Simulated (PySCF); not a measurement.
Structure problem from calculated spectra and properties.

Elements present: C, H, N and Si. Monoisotopic mass: 159.1443 u.

| Item | Value |
| --- | --- |
| Dipole | 0.98 D [PBE0/pcSseg-1] |
| 13C NMR | chemical shifts (computed TMS as zero) by class: 46.6 (2 C), 25.1 (4 C), 10.7 (1 C), 8.0 (1 C) ppm [GIAO PBE0/pcSseg-1] |
| NMR, other nuclei | isotropic shieldings of nuclei other than C and H, by class: 209 (1 N), 389 (1 Si) ppm [GIAO PBE0/pcSseg-1] |
| Rotational structure | rotational constants A, B, C: 1.197, 0.840, 0.709 GHz [PBE0-D3(BJ)/def2-SVP] |
| 1H NMR | chemical shifts (computed TMS as zero) by class: 4.67 (2 H), 2.77 (2 H), 1.08 (12 H), 1.06 (3 H), 0.44 (2 H) ppm [GIAO PBE0/pcSseg-1] |

The electronic properties come from PySCF, for the isolated species, density fitting. Levels stand in brackets. The structure is a single PBE0-D3(BJ)/def2-SVP conformer in the gas phase; no vibrational or solvent corrections. Each NMR value is the plain mean over a class of atoms that symmetry, rotation or inversion makes alike.

Q: Which formula fits the mass and the elements?

A: C8H21NSi (calculated 159.1443). No other formula that holds each of these elements comes within 0.0003 u with a fitting electron parity and a possible valence count.

Q: Propose a structure and show how it fits.

A: Numbering: `[CH3:1][CH2:2][SiH2:3][N:4]([CH:5]([CH3:6])[CH3:7])[CH:8]([CH3:9])[CH3:10]`. Its formula, C8H21NSi, gives 0 degrees of unsaturation, so no ring and no π bond. 8 carbons fall into 4 classes; from least to most shielded: sp3 carbon bound to nitrogen [C5/C8] (46.6 ppm, 2 C, up to 7.8 ppm apart in this geometry), methyl carbon [C6/C7/C9/C10] (25.1 ppm, 4 C, up to 5.5 ppm apart in this geometry), methyl carbon [C1] (10.7 ppm), sp3 carbon bound to silicon [C2] (8.0 ppm). Hydrogen classes from least to most shielded: 2 H on an SiH2 silicon, Si3 (4.67 ppm), 2 H on 2 like atoms (sp3 carbon bound to nitrogen), C5/C8 (2.77 ppm), 12 H on 4 methyl carbons, C6/C7/C9/C10 (1.08 ppm, a mean of values up to 0.5 ppm apart in this geometry), 3 H on a methyl carbon, C1 (1.06 ppm), 2 H on an sp3 carbon bound to silicon, C2 (0.44 ppm, a mean of values up to 0.7 ppm apart in this geometry). The other shieldings belong to: 209 ppm, silicon-bound nitrogen [N4]; 389 ppm, SiH2 silicon [Si3]. The optimised geometry has point group C1 and is an asymmetric top. Structure: `CC[SiH2]N(C(C)C)C(C)C`. Computed isomers that give other values at the same levels: `CCC(C)(C)N([SiH3])C(C)C` (rotational constant A: 1.357 GHz; this holds for the one conformer computed). The assignments are read from this structure; whether some other isomer fits the data as well wasn't checked.

The values belong to the conformer `[CH3:1][CH2:2][SiH2:3][N:4]([CH:5]([CH3:6])[CH3:7])[CH:8]([CH3:9])[CH3:10]`: C1–C2–Si3–N4 59°, C2–Si3–N4–C5 -120°, Si3–N4–C5–C6 -63°, Si3–N4–C8–C9 112°.
